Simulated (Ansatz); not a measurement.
Start from `Cl[CH2][AlH][SeH]` and change one atom or group to get `[SiH3][CH2][AlH][CH2]Cl`.

Ansatz, PBE0-D4/def2-TZVP geometries, multiplicity 1. Each molecule was computed in one conformer, which needn't be the lowest.

Scalar relativity is left out up to krypton.

```json
{"property": "LUMO energy (ωB97M-V/def2-TZVPP) / eV", "`Cl[CH2][AlH][SeH]`": "0.30"}
{"property": "size of the dipole moment (B3LYP/def2-TZVPP) / D", "`Cl[CH2][AlH][SeH]`": "1.72"}
{"property": "LUMO energy (PBE/def2-TZVPP) / eV", "`Cl[CH2][AlH][SeH]`": "-2.05"}
{"property": "HOMO–LUMO gap (PBE/def2-TZVPP) / eV", "`Cl[CH2][AlH][SeH]`": "4.28"}
{"property": "HOMO–LUMO gap (B3LYP/def2-TZVPP) / eV", "`Cl[CH2][AlH][SeH]`": "5.67"}
{"property": "HOMO energy (ωB97M-V/def2-TZVPP) / eV", "`Cl[CH2][AlH][SeH]`": "-9.56"}
```

Give the same properties after the change, and the shifts. (Estimate.)

The calculation gave: 
| property | `[SiH3][CH2][AlH][CH2]Cl` | shift |
| --- | --- | --- |
| LUMO energy (ωB97M-V/def2-TZVPP) / eV | 0.95 | 0.65 |
| size of the dipole moment (B3LYP/def2-TZVPP) / D | 0.89 | -0.83 |
| LUMO energy (PBE/def2-TZVPP) / eV | -1.56 | 0.49 |
| HOMO–LUMO gap (PBE/def2-TZVPP) / eV | 5.10 | 0.82 |
| HOMO–LUMO gap (B3LYP/def2-TZVPP) / eV | 6.79 | 1.12 |
| HOMO energy (ωB97M-V/def2-TZVPP) / eV | -10.12 | -0.56 |

With PBE0 the HOMO falls by 0.49 eV and the LUMO rises by 0.64 eV, so the gap widens by about 1.13 eV. PBE moves the HOMO by -0.34 eV and ωB97M-V by -0.56 eV. Dipoles are sizes alone; their direction can turn.

B3LYP here is the variant with VWN-RPA as its local correlation; programs differ in this.

Spin–orbit coupling is left out; it splits and shifts lone-pair levels of the heavy atoms by tenths of an eV.
